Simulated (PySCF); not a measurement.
Compound: C4F7O2 (charge -1).
SMILES: `O=C([O-])C(F)(F)C(F)(F)C(F)(F)F`

Torsions of this conformer, `[O:1]=[C:2]([O-:3])[C:4]([F:5])([F:6])[C:7]([F:8])([F:9])[C:10]([F:11])([F:12])[F:13]`: O1–C2–C4–F5 -106°, C2–C4–C7–F8 -179°, C4–C7–C10–F11 -88°.

The closed-shell ground state was solved at several levels (PySCF, density fitting, gas phase, non-relativistic). Isolated species at its PBE0-D3(BJ)/def2-SVP geometry (one conformer only). The geometry's basis has no diffuse functions, a weakness for an anion. No diffuse functions stand in pcJ-1, pcSseg-1 and pcSseg-2, which bears on an anion's orbital energies.

| level | basis functions | HOMO (eV) | LUMO (eV) | gap (eV) |
| --- | --- | --- | --- | --- |
| B3LYP/pcJ-1 | 351 | -2.15 | 4.76 | 6.91 |
| HF/pcSseg-2 | 468 | -6.64 | 8.50 | 15.14 |
| PBE0/def2-SVPD | 287 | -2.89 | 3.93 | 6.82 |

Q: What might PBE0/pcSseg-1 (221 basis functions) give for the same quantities?

A: HOMO -2.43 eV, LUMO 4.99 eV, gap 7.42 eV.

Q: Over all these levels, which gives the widest orbital gap and which the narrowest?

A: HF/pcSseg-2 (Hartree–Fock, all exact exchange) has the widest, 15.14 eV, and PBE0/def2-SVPD (global hybrid, 25 % exact exchange) the narrowest, 6.82 eV. Functional and basis both differ between the two, so the spread mixes both effects.
